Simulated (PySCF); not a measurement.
## Mg (magnesium, neutral) across methods

[Ne] 3p2, high-spin 3P determinant (an excited configuration). Calculation: PySCF 2.14, in aug-cc-pVQZ (7s6p4d3f2g, 84 functions); no relativity, point nucleus.

```csv
method,E (hartree),mean ε 2p α (eV),mean ε 2p β (eV),mean ε 3p α (eV),Σ⟨r²⟩ (bohr²),⟨S²⟩
HSE06,-199.7467,-54.243,-54.080,-3.216,41.23,2.000
r2SCAN,-199.8147,-51.908,-51.790,-3.089,40.83,2.000
r2SCAN0,-199.8035,-55.649,-55.495,-3.580,41.38,2.000
PBE0,-199.7322,-54.669,-54.505,-3.568,41.13,2.000
UHF,-199.38381,-66.059,-65.808,-4.833,44.27,2.000
LDA,-198.8909,-50.664,-50.532,-2.999,40.79,2.000
CAM-B3LYP,-199.8180,-56.014,-55.869,-4.254,41.08,2.000
PBE,-199.7187,-50.537,-50.406,-3.024,40.62,2.000
```
